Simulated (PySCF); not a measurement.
**P (phosphorus, neutral): MN15 calculation**

Configuration: [Ne] 3s2 3p3, high-spin 4S determinant. Computed with PySCF 2.14 in 6-31G*, with the non-relativistic Hamiltonian (point nucleus).

* Total energy: -341.0978 hartree
* One-electron energy: -471.6165 hartree
* Hartree (Coulomb) energy: 153.5703 hartree
* Exchange-correlation energy: -23.0516 hartree
* Kinetic energy: 340.49713 hartree
* ⟨S²⟩: 3.7501
* ⟨L²⟩: 0.000
* Sum of ⟨r⟩: 14.85 bohr
* Sum of ⟨r²⟩: 29.48 bohr²
* Density at the nucleus (Gaussians lack the cusp): 2050 bohr⁻³
* Spin density at the nucleus: 0.0546 bohr⁻³
* Langevin diamagnetic susceptibility: -23.3 ×10⁻⁶ cm³/mol
* Time after the integrals: 0.26 s of wall time on 1 thread of Neoverse-N1 (shared host)

```
shell  electrons  mean orbital energy (hartree)  rms radius, mean of both spins (bohr)
 1s α          1                      -76.13588                                  0.121
 1s β          1                      -76.12560                                  0.121
 2s α          1                       -6.39571                                  0.572
 2s β          1                       -6.38740                                  0.572
 2p α          3                       -4.75867                                  0.543
 2p β          3                       -4.74762                                  0.543
 3s α          1                       -0.61292                                   2.08
 3s β          1                       -0.49439                                   2.08
 3p α          3                       -0.28611                                   2.48
```
